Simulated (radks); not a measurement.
Results of a calculation; reference values are marked as such.
Species: the tantalum ion Ta36+. Configuration: [Kr] 4d1 (the NIST ground configuration). Level of theory: scalar-relativistic Kohn-Sham, PBE, spin-polarised, spherical densities, finite nucleus; open shells are filled with parallel spins first (spin-orbit coupling, left out, can overturn this in heavy ions); Fermi nuclear charge, rms radius 5.3507 fm (a radial shooting solver on a logarithmic mesh with Libxc functionals).

Normalised radial functions P(r) = r R(r), r in bohr:

```
   r/bohr * 3d down, o 4p up, + 5s up (the largest magnitude, 2.42, reaches the edge; | marks zero, & curves that meet)
 0.001151                             &+
 0.001487                             & +
 0.001921                             & +
 0.002481                             & +
 0.003205                             &  +
  0.00414                             *o +
 0.005348                             *o +
 0.006908                             *o  +
 0.008923                             * o +
  0.01153                             *  &
  0.01489                             |*+ o
  0.01923                             |&    o
  0.02484                            +| *    o
  0.03209                          +  |  *    o
  0.04146                        +    |     *  o
  0.05355                       +     |      o  *
  0.06917                         +   |   o         *
  0.08936                          o  +                   *
   0.1154                    o        |     +                  *
   0.1491                o            |       +                  *
   0.1926                    o        |   +                    *
   0.2488                         +   | o                *
   0.3214                  +          |          *   o
   0.4151                       +     |   *               o
   0.5363                             |*     +        o
   0.6927                             *       o       +
   0.8948                             * o          +
    1.156                             &    +
    1.493                             &+
    1.929                             &
```

3d down: eigenvalue -3224.5 eV, 0 radial nodes, <r> = 0.182 bohr, 90 % of the charge inside 0.282 bohr. 4p up: eigenvalue -1698.6 eV, 2 radial nodes at r = 0.0807, 0.237 bohr, <r> = 0.427 bohr, 90 % of the charge inside 0.609 bohr. 5s up (empty): eigenvalue -1046.9 eV, 4 radial nodes at r = 0.0222, 0.0877, 0.221, 0.474 bohr, <r> = 0.716 bohr, 90 % of the charge inside 0.992 bohr.
